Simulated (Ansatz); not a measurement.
Relaxation of Cl₃F₃HTa (8 atoms, charge 0, multiplicity 1), to a largest force component of 0.03 eV/Å in at most 50 steps.

Method: Ansatz, RHF/def2-SVP.

```xyz
8
Properties=species:S:1:pos:R:3
Ta -0.120 0.145 -0.077
Cl 2.292 0.405 -0.283
F 0.257 -0.279 1.704
Cl -0.288 0.504 -2.376
F -0.961 1.703 0.379
Cl -1.668 -1.547 -0.129
F 1.437 -2.471 -0.769
H 2.276 -2.117 -0.794
```

Task: Where does it end, and by what steps?

Result: It converged. After 9 steps the energy has fallen by 0.293 eV; F7 moved furthest, 0.54 Å. Joined: Ta1–F7 (3.12 → 2.38 Å).

```tsv
step	energy less start (eV)	largest force component (eV/Å)	accepted
0	0.0000	1.176	yes
1	-0.0592	2.027	yes
2	-0.1733	1.441	yes
3	-0.2244	0.646	yes
4	-0.2599	0.245	yes
5	-0.2816	0.344	yes
6	-0.2858	0.328	yes
7	-0.2928	0.047	yes
8	-0.2930	0.054	yes
9	-0.2934	0.013	yes
```

```xyz
8
Properties=species:S:1:pos:R:3
Ta 0.009 -0.010 -0.132
Cl 2.267 0.713 -0.254
F 0.455 -0.657 1.567
Cl -0.155 0.220 -2.457
F -0.801 1.546 0.379
Cl -1.807 -1.467 -0.121
F 1.172 -2.020 -0.657
H 2.085 -1.984 -0.670
```

Whether the end is a true minimum wasn't checked by a vibrational analysis.

Run time: 34 s on 2 threads of Arm Neoverse V1 (shared host), peak memory 0.35 GiB.
